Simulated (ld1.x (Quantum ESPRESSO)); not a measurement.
u(r) = r·R(r): atom against pseudo-atom (Se)

Columns: radius, all-electron u(r) and pseudo u(r) of the 4p shell (level -6.66 eV) of selenium in the configuration [Ar] 3d10 4s2 4p4; LDA (PZ), scalar-relativistic, TM scheme, ld1.x (Quantum ESPRESSO) 7.5.

```json
{"r (bohr)": "0.082", "all-electron": "0.1833", "pseudo": "0.0028"}
{"r (bohr)": "0.165", "all-electron": "0.1072", "pseudo": "0.0113"}
{"r (bohr)": "0.248", "all-electron": "-0.0998", "pseudo": "0.0256"}
{"r (bohr)": "0.330", "all-electron": "-0.2540", "pseudo": "0.0453"}
{"r (bohr)": "0.413", "all-electron": "-0.3136", "pseudo": "0.0711"}
{"r (bohr)": "0.495", "all-electron": "-0.2913", "pseudo": "0.1023"}
{"r (bohr)": "0.578", "all-electron": "-0.2151", "pseudo": "0.1396"}
{"r (bohr)": "0.660", "all-electron": "-0.1110", "pseudo": "0.1820"}
{"r (bohr)": "0.742", "all-electron": "0.0042", "pseudo": "0.2294"}
{"r (bohr)": "0.825", "all-electron": "0.1209", "pseudo": "0.2819"}
{"r (bohr)": "0.908", "all-electron": "0.2307", "pseudo": "0.3377"}
{"r (bohr)": "0.990", "all-electron": "0.3286", "pseudo": "0.3946"}
{"r (bohr)": "1.072", "all-electron": "0.4144", "pseudo": "0.4514"}
{"r (bohr)": "1.155", "all-electron": "0.4884", "pseudo": "0.5067"}
{"r (bohr)": "1.238", "all-electron": "0.5498", "pseudo": "0.5575"}
{"r (bohr)": "1.320", "all-electron": "0.5989", "pseudo": "0.6016"}
{"r (bohr)": "1.402", "all-electron": "0.6375", "pseudo": "0.6382"}
{"r (bohr)": "1.485", "all-electron": "0.6669", "pseudo": "0.6670"}
{"r (bohr)": "1.568", "all-electron": "0.6878", "pseudo": "0.6878"}
{"r (bohr)": "1.650", "all-electron": "0.7010", "pseudo": "0.7010"}
{"r (bohr)": "1.733", "all-electron": "0.7080", "pseudo": "0.7080"}
{"r (bohr)": "1.815", "all-electron": "0.7095", "pseudo": "0.7095"}
{"r (bohr)": "1.898", "all-electron": "0.7064", "pseudo": "0.7064"}
{"r (bohr)": "1.980", "all-electron": "0.6994", "pseudo": "0.6994"}
{"r (bohr)": "2.062", "all-electron": "0.6894", "pseudo": "0.6894"}
{"r (bohr)": "2.145", "all-electron": "0.6765", "pseudo": "0.6765"}
```

(1) How many radial nodes do the two functions have?

(2) At about which radius was the pseudo-wave matched?

(3) Is the pseudo-wave norm-conserving?

## Answers

(1) The all-electron 4p function has n − l − 1 = 2; the pseudo-wave has 0, since the states of the same l below it are removed with the core.

(2) 1.65 bohr. The columns agree to 0.0005 from 1.49 bohr on; several derivatives are matched, so the curves merge somewhat inside the radius.

(3) Yes: the TM scheme keeps the norm inside the radius equal to the all-electron one, which fixes the energy derivative of the logarithmic derivative at the level.
